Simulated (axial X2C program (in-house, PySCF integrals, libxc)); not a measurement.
## Low determinants of AlGe at the PBE0 level, 2c

Computed with an in-house all-electron X2C program for linear molecules (integrals from PySCF). Two-component (2c) means X2C with spin–orbit coupling and atomic mean-field two-electron Coulomb and Gaunt terms. Basis: Ge dyall-cv3z [9s9p7d4f1g], Al dyall-v3z [8s8p2d1f] (cores contracted in-house); Gaussian nuclei, density fitting, unrestricted open shells. Masses: Ge 73.921 u, Al 26.982 u.

Search at 2.470 Å (vertical energies from the lowest determinant):

```json
{"ΔE (eV)": "0.00", "state": "Ω = 3/2", "electrons beyond evenly filled partner blocks": "ω = 3/2", "electrons in ±ω = 1/2, 3/2, 5/2, 7/2": "32 11 2 0"}
{"ΔE (eV)": "0.31", "state": "Ω = 1/2", "electrons beyond evenly filled partner blocks": "2 × ω = -1/2, ω = 3/2", "electrons in ±ω = 1/2, 3/2, 5/2, 7/2": "32 11 2 0"}
{"ΔE (eV)": "0.72", "state": "Ω = 1/2", "electrons beyond evenly filled partner blocks": "ω = 1/2", "electrons in ±ω = 1/2, 3/2, 5/2, 7/2": "33 10 2 0"}
{"ΔE (eV)": "0.80", "state": "Ω = 5/2", "electrons beyond evenly filled partner blocks": "2 × ω = 1/2, ω = 3/2", "electrons in ±ω = 1/2, 3/2, 5/2, 7/2": "32 11 2 0"}
{"ΔE (eV)": "0.88", "state": "Ω = 1/2", "electrons beyond evenly filled partner blocks": "ω = 1/2", "electrons in ±ω = 1/2, 3/2, 5/2, 7/2": "31 12 2 0"}
{"ΔE (eV)": "2.43", "state": "Ω = 5/2", "electrons beyond evenly filled partner blocks": "ω = -1/2, 2 × ω = 3/2", "electrons in ±ω = 1/2, 3/2, 5/2, 7/2": "31 12 2 0"}
{"ΔE (eV)": "2.61", "state": "Ω = 7/2", "electrons beyond evenly filled partner blocks": "ω = 1/2, 2 × ω = 3/2", "electrons in ±ω = 1/2, 3/2, 5/2, 7/2": "31 12 2 0"}
```

Lowest determinant, Ω = 3/2 (⟨Sz⟩ = 1.50, ⟨Lz⟩ = 0.00 at PBE0): Re = 2.467 Å, ωe = 304.1 cm⁻¹.

The determinant in row 2 of the search, Ω = 1/2 (⟨Sz⟩ = 0.50, ⟨Lz⟩ = 0.00 at PBE0), was followed along the bond at PBE0; measured from the minimum of the lowest determinant it gives:

Te = 0.307 eV (2478 cm⁻¹), Re = 2.446 Å, ωe = 317.3 cm⁻¹.

Question: Compare the bond of the determinant in row 2 with that of the lowest one.

Answer: At PBE0 its Re is 0.021 Å shorter and its force constant, which goes as ωe², is 1.09 times that of the lowest determinant. This determinant mixes spin states, so it has no term energy of its own.

The search compares states at one distance, so a state with another bond length can lie lower; it is not exhaustive and yields mostly the lowest determinant of each block pattern, so other components and higher states of one pattern are missing. These are energies of single determinants, not of spin-adapted states; PBE0 term energies can be off by some tenths of an eV, and the functional has no current term. The lowest determinant need not be the ground state where others lie within half an eV.
